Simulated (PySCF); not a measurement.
## Calculated data, B2H2N, CH4AlO

Computed with PySCF 2.14.0. Calculation on a computer-drawn molecule: optimised geometry and harmonic frequencies of an isolated molecule of the commonest isotopes, restricted reference for singlets and unrestricted otherwise, frozen core in MP2.

Common to all runs: charge 1; multiplicity 1.

(1) B2H2N

Start structure:
```xyz
5
B2H2N
B      0.0475    -3.5280     0.8255
B      0.5735    -2.1780     1.4332
N      0.8666    -1.0569     1.9147
H     -0.3187    -4.5205     0.4476
H      1.2142    -0.1987     2.1990
```

* method: HF
* basis: cc-pVDZ

Drawn bonds:
```
atom  other atom  order
   1           2      1
   2           3      2
   1           4      1
   3           5      1
```

(2) CH4AlO

Start structure:
```xyz
7
CH4AlO
C      0.7272     0.1259     0.6685
Al     0.5061    -1.7823     0.7169
O      0.3224    -3.3677     0.7572
H      1.7694     0.3621     0.4445
H      0.0808     0.5437    -0.1061
H      0.4556     0.5447     1.6396
H      0.2138    -4.3036     0.7812
```

* method: MP2
* basis: cc-pV(D+d)Z

Drawn bonds:
```
atom  other atom  order
   1           2      1
   2           3      1
   1           4      1
   1           5      1
   1           6      1
   3           7      1
```

## Withheld values
1. Give the missing total energy for B2H2N (entry 1).
2. Give the table of modes values for B2H2N (entry 1).
3. CH4AlO (entry 2): rotational constants?
4. CH4AlO (entry 2): total energy?

Calculated values
1. -104.6361 hartree
2. 
Modes:
```
frequency (cm⁻¹)  reduced mass (dalton)
           231.4                   3.16
           231.4                   3.16
           752.6                  1.247
           752.6                  1.247
           804.2                  1.389
           804.2                  1.389
           845.6                  6.045
            2183                  7.093
            2958                   1.11
            3966                  1.113
```
3. 153.8, 4.606, 4.606 GHz
4. -357.1671 hartree

Further results for B2H2N (entry 1):

- rotational constants: 7.969, 7.969 GHz
- convergence status largest gradient component: 2.966e-05 hartree/bohr

Optimised structure:
```xyz
5
B2H2N
B      0.0340    -3.5611     0.8396
B      0.5417    -2.1104     1.4410
N      0.9144    -1.0454     1.8825
H     -0.3276    -4.5947     0.4118
H      1.2206    -0.1706     2.2450
```

Further results for CH4AlO (entry 2):

* convergence status largest gradient component: 6.835e-06 hartree/bohr

Optimised structure:
```xyz
7
CH4AlO
C      0.7278     0.1313     0.6683
Al     0.5073    -1.7717     0.7167
O      0.3215    -3.3752     0.7574
H      1.7815     0.3661     0.4419
H      0.0735     0.5498    -0.1150
H      0.4526     0.5508     1.6506
H      0.2110    -4.3283     0.7818
```

Modes:
```
frequency (cm⁻¹)  reduced mass (dalton)
           137.1                  6.176
           137.2                  6.176
           249.7                  1.074
           249.7                  1.074
           602.1                  4.822
             740                  1.236
           740.1                  1.236
            1083                  10.58
            1218                  1.194
            1419                  1.049
            1419                  1.049
            3085                  1.031
            3208                  1.104
            3208                  1.104
            3991                  1.073
```
